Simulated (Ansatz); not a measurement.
`[CH3][SbH][SiH3]` + H₂ → `[SiH3][SbH2]` + CH₄ at 600 K and 1 bar (hydrogenolysis of the Sb–C bond).

Computed with Ansatz on PBE0-D4/def2-TZVP structures; ΔE is electronic, products minus reactants. CCSD(T)/CBS adds triple-zeta CCSD(T) − MP2 to the extrapolated MP2 energy (def2 sets, frozen cores). This one scheme is used for every species. def2 core potentials past Kr. For Sb outer-core shells are correlated without core-valence functions, which leaves a few kJ/mol of doubt a bond.

| species | CCSD(T)/CBS energy (Eh) | H − E (kJ/mol) | S (J/(mol·K)) |
| --- | --- | --- | --- |
| `[CH3][SbH][SiH3]` | -571.34920 | 237.0 | 435.8 |
| H₂ | -1.17544 | 43.9 | 150.8 |
| `[SiH3][SbH2]` | -532.08095 | 144.0 | 371.2 |
| CH₄ | -40.46206 | 140.4 | 215.7 |

H − E and S are ideal-gas, rigid-rotor, harmonic terms from PBE0-D4/def2-TZVP, for one conformer and one mirror image of each species. For small species the MP2-based limit differs from directly extrapolated CCSD(T) by up to some mEh (0.8 for H₂); such offsets cancel only in part. 1 Eh = 2625.50 kJ/mol, R = 8.31446 J/(mol·K).

Q: By hand: ΔE, ΔH, ΔS and ΔG.

A: ΔE = (-532.08095) + (-40.46206) − (-571.34920) − (-1.17544) = -0.01837 Eh = -48.2 kJ/mol. Δ(H − E) = 144.0 + 140.4 − 237.0 − 43.9 = 3.5, so ΔH = -44.7 kJ/mol. ΔS = 371.2 + 215.7 − 435.8 − 150.8 = 0.3 J/(mol·K). ΔG = -44.7 − 600 × (0.3)/1000 = -44.9 kJ/mol.

Q: By hand: the equilibrium constant, and the temperature at which ΔG would vanish if ΔH and ΔS stayed fixed.

A: log₁₀ K = −ΔG/(RT ln 10) = 3.9. ΔH and −TΔS have one sign here, so there is no such temperature.

The number of gas molecules stays the same, so ΔS is small and ΔH decides. A doubt of 5 kJ/mol in ΔE shifts log₁₀ K by 0.4 here. Other conformers and mirror images would add mixing entropy, several J/(mol·K) or more a flexible species. These are equilibria of isolated gas molecules and say nothing of rates. Largest T1 diagnostic: 0.014 (customary marks: 0.02 for closed shells, 0.045 for open ones).

ΔS is within the doubt of such terms, so its sign, and with it that verdict, could turn.
